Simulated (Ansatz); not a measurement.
`[CH3][Mo](=[NH])(=[NH])[NH2]` at its PBE0-D4/def2-TZVP geometry, where that method's forces vanish. Total charge 0; spin multiplicity 1. Mo takes the def2 core potential.

```
atom    x (Å)    y (Å)    z (Å)
  C1   0.2722  -1.0418  -1.3928
 Mo2  -0.2060   0.1438   0.2980
  N3  -0.4927  -0.9981   1.5666
  N4  -1.5922   1.0597  -0.1867
  N5   1.2911   1.3022   0.7185
  H6   1.1544  -1.6470  -1.1687
  H7  -0.5554  -1.7045  -1.6515
  H8   0.4809  -0.3867  -2.2425
  H9  -1.0584  -1.4624   2.2635
 H10  -2.5593   1.3478  -0.1310
 H11   1.9453   1.1085   1.4624
 H12   1.3203   2.2786   0.4643
```

(1) For each bond, give half the difference of the two atoms' forces along it (eV/Å; positive pushes the atoms apart) under PBE-D4, r2SCAN-D4, B3LYP-D4, ωB97M-V in def2-TZVPP. (An estimate is asked.)

## Answers

(1) Computed: 
| bond | length (Å) | PBE-D4 | r2SCAN-D4 | B3LYP-D4 | ωB97M-V |
| --- | --- | --- | --- | --- | --- |
| C1–Mo2 | 2.120 | -0.20 | -0.10 | 0.09 | 0.13 |
| C1–H6 | 1.093 | 0.10 | -0.02 | -0.08 | -0.06 |
| C1–H7 | 1.091 | 0.11 | -0.01 | -0.08 | -0.06 |
| C1–H8 | 1.093 | 0.10 | -0.02 | -0.08 | -0.06 |
| Mo2–N3 | 1.731 | 0.46 | 0.33 | 0.31 | -0.17 |
| Mo2–N4 | 1.731 | 0.46 | 0.34 | 0.32 | -0.16 |
| Mo2–N5 | 1.939 | -0.13 | 0.02 | 0.11 | 0.12 |
| N3–H9 | 1.011 | -0.06 | -0.18 | -0.25 | 0.05 |
| N4–H10 | 1.011 | -0.06 | -0.18 | -0.25 | 0.05 |
| N5–H11 | 1.009 | 0.17 | -0.02 | -0.08 | -0.03 |
| N5–H12 | 1.009 | 0.18 | -0.02 | -0.08 | -0.03 |

B3LYP here is the variant with VWN-RPA as its local correlation; programs differ in this.
